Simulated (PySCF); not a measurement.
A species of formula FH7Si3 has this rotational fingerprint, computed with PBE0-D3(BJ)/def2-SVP geometry optimisation, gas phase in PySCF:

```
Rotational constants : A = 4700, B = 1745, C = 1366 MHz
Dipole components    : |μa| = 0.22 D, |μb| = 1.29 D, |μc| = 0.32 D
Inertial defect      : -27.22 u·Å²
κ                    : -0.77
```

**Question.** Which structure is it? (One computed conformer of each.)
A. `[F:1][SiH2:2][SiH2:3][SiH3:4]` with F1–Si2–Si3–Si4 34°
B. `F[SiH]([SiH3])[SiH3]`

**Answer.** A. It is F[SiH2][SiH2][SiH3], an asymmetric top, point group C1. The candidates at the same level (rigid rotor, commonest isotopes):

```tsv
SMILES	A (MHz)	B (MHz)	C (MHz)	μa (D)	μb (D)	μc (D)	Δ (u·Å²)	point group	rotor
F[SiH]([SiH3])[SiH3]	3775	1920	1403	0.00	1.15	0.56	-36.94	Cs	asymmetric top
F[SiH2][SiH2][SiH3]	4700	1745	1366	0.22	1.29	0.32	-27.22	C1	asymmetric top
```

`F[SiH]([SiH3])[SiH3]` has A 20 % too low. No structure here is proved a minimum.
